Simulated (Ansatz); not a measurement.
Energy needed to pull apart CH₂F₂Si (SMILES FC=[SiH]F), closed shell, into free ground-state atoms, from the structure below (displaced at random from a GFN2-xTB minimum); no zero-point or spin–orbit terms; open-shell atoms are treated unrestricted, in their ground-state multiplicity.

```xyz
6
angstrom
F 1.1575 -1.4306 -0.7831
C 0.7038 -0.2120 -0.7335
Si -0.6386 0.2217 0.3305
F -1.8491 -0.7930 0.9877
H 1.6451 0.4801 -1.1581
H -1.0772 1.5425 0.8679
```

Computed with Ansatz 0.2.0 (basis: def2-TZVPP); correlated methods freeze the cores.

```json
{"method": "PBE-D4", "atomization energy (kcal/mol)": "508.3"}
{"method": "r2SCAN-D4", "atomization energy (kcal/mol)": "?"}
{"method": "PBE0-D4", "atomization energy (kcal/mol)": "486.0"}
{"method": "LC-wPBE", "atomization energy (kcal/mol)": "484.4"}
{"method": "wB97X-V", "atomization energy (kcal/mol)": "488.2"}
{"method": "wB97M-V", "atomization energy (kcal/mol)": "?"}
{"method": "HF", "atomization energy (kcal/mol)": "323.4"}
{"method": "MP2", "atomization energy (kcal/mol)": "488.6"}
{"method": "CCSD", "atomization energy (kcal/mol)": "460.7"}
{"method": "CCSD(T)", "atomization energy (kcal/mol)": "472.6"}
```

Task: What does wB97M-V give? (Judge from chemistry; the value comes from the calculation.)

Result: Computed: 488.8 kcal/mol, which is about 16.1 kcal/mol more than CCSD(T)/def2-TZVPP.

Task: What does r2SCAN-D4 give? (An estimate is asked for; the value comes from the calculation.)

Result: Computed: 491.8 kcal/mol, which is about 19.2 kcal/mol more than CCSD(T)/def2-TZVPP.

In triple zeta the MP2 and coupled-cluster atomization energies are still short of their basis limit by a few kcal/mol a bond, whereas those of the functionals are nearly converged, so these differences are not deviations from converged CCSD(T).

The T1 diagnostic stays at or below 0.016. The restricted Hartree–Fock reference is unstable towards an unrestricted one here.

For scale, one of the runs: CCSD(T)/def2-TZVPP forces, 163 basis functions (an equivalent command: `ansatz run in.yaml --threads 4`). Time: 100 s of wall clock on 4 CPU threads; the host was shared. Peak host memory: 2.4 GiB.
